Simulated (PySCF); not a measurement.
# Computed records: H₄NSi

Computed with PySCF 2.14.0. Calculation on a computer-drawn molecule: the log of a Hartree-Fock and frozen-core CCSD(T) single point meant for a local Hartree-Fock minimum, with one planted fault or none, to be diagnosed. Offsets are logged minus clean, where the clean run is the same molecule without the fault. The reference is restricted for singlets and unrestricted otherwise, and also for a bond in bohr or an excited solution. Adding or removing an electron swaps singlet and doublet. The excited solution moves the top pair (singlet) or top alpha electron (doublet) to the lowest empty orbital. Highest occupied and lowest empty are orbital energies over both spins, largest force is the largest gradient component, triples share is (T) over the correlation energy, the T1 limit is 0.02 restricted and 0.045 unrestricted, electrons count all cores, a negative frequency is imaginary (commonest isotopes), and the dipole is about the centre of nuclear charge.

```yaml
- formula: H4NSi
  logged_structure:
    atoms_angstrom:
      - ["N", -0.0137, -2.8421, 0.4481]
      - [Si, -1.222, -2.1397, 1.4637]
      - [H, -0.2994, -3.4635, -0.2863]
      - [H, 0.7468, -2.2688, 0.1318]
      - [H, -0.5406, -1.4542, 2.5919]
      - [H, -2.0943, -3.2298, 1.9713]
  given:
    meant_charge: 0
    meant_multiplicity: 2
    meant_basis: "cc-pV(D+d)Z"
    logged_electrons: 24
    logged_basis_functions: 57
    logged_SCF_converged: "yes"
    logged_spin_squared: 0.0
    "logged_highest_occupied [eV]": -18.272
    "logged_lowest_empty [eV]": -6.479
    "logged_largest_force [hartree/bohr]": 0.065248
    logged_T1_diagnostic: 0.026036
    logged_D1_diagnostic: 0.086389
    logged_triples_share: 0.031315
    logged_CC_converged: "yes"
    "logged_dipole_magnitude [debye]": 2.2126
    logged_SCF_stable_within_its_kind: "yes"
    "logged_energy_HF [hartree]": -345.42592
    "logged_energy_CCSD(T) [hartree]": -345.73089
    possible_faults: "no fault, one electron removed, one electron added, multiplicity raised by two, geometry at a saddle point, SCF held on an excited solution, minimal basis STO-3G, one bond length entered in bohr, all coordinates scaled"
    drawn_bonds_atom: [1, 1, 1, 2, 2]
    drawn_bonds_other_atom: [2, 3, 4, 5, 6]
    drawn_bonds_order: [1, 1, 1, 1, 1]
  results:
    planted_fault: "one electron removed"
    "HF_energy_offset_from_clean_run [kcal/mol]": 168.7
    "CCSD(T)_energy_offset_from_clean_run [kcal/mol]": 165.2
  notes: ["T1 above single-reference limit"]
```
